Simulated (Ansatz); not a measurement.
Geometry optimisation, RKS B3LYP-D4/def2-SVP in Ansatz.

input.yaml

```yaml
crystal:
  periodic: [false, false, false]
  atoms:
    - { symbol: Hf, position_ang: [0.0, 0.0, 0.0] }
    - { symbol: Cl, position_ang: [0.0, 0.0, 2.52] }
    - { symbol: "N", position_ang: [2.084, 0.0, -0.7359] }
    - { symbol: H, position_ang: [2.5823, -0.918, -0.9166] }
    - { symbol: H, position_ang: [2.5853, 0.918, -0.9082] }
    - { symbol: "N", position_ang: [-1.0409, 1.8034, -0.7359] }
    - { symbol: H, position_ang: [-2.061, 1.7482, -1.0186] }
    - { symbol: H, position_ang: [-0.5204, 2.7241, -0.8065] }
    - { symbol: "N", position_ang: [-1.0409, -1.8034, -0.7359] }
    - { symbol: H, position_ang: [-1.5759, -2.4197, -0.0595] }
    - { symbol: H, position_ang: [-1.0055, -2.0526, -1.7656] }
basis:
  gaussian: { orbitals: def2-SVP }
hamiltonian:
  xc: b3lyp
  dispersion: d4
relax:
  f_tol: 0.02
  max_steps: 40
output:
  orbitals: {}
```

Run as:

```bash
$ ansatz run input.yaml --threads 2 --pin off --max-ram 3072MiB --backend cpu --events-out ev --progress --plain --runs-dir out
```

Where does it end, and by what steps?

The run converged. After 8 steps the energy has fallen by 1.467 eV; H5 moved furthest, 0.75 Å.

```csv
step,energy less start (eV),largest force component (eV/Å),accepted
0,0.0000,2.142,yes
1,-1.2687,0.789,yes
2,-1.3375,0.950,yes
3,-1.3550,0.817,yes
4,-1.4313,0.160,yes
5,-1.4504,0.204,yes
6,-1.4633,0.084,yes
7,-1.4657,0.035,yes
8,-1.4667,0.010,yes
```

```xyz
11
Properties=species:S:1:pos:R:3
Hf 0.020 -0.014 0.043
Cl 0.114 -0.078 2.448
N 1.875 -0.012 -0.800
H 2.638 -0.626 -0.514
H 2.232 0.628 -1.507
N -0.933 1.650 -0.644
H -1.689 1.693 -1.325
H -0.772 2.594 -0.290
N -0.970 -1.617 -0.730
H -1.855 -1.977 -0.371
H -0.653 -2.241 -1.471
```

Whether the end is a true minimum wasn't checked by a vibrational analysis.

Time of the run: 44 s on 2 threads of Arm Neoverse V1 (shared host), peak memory 0.3 GiB.
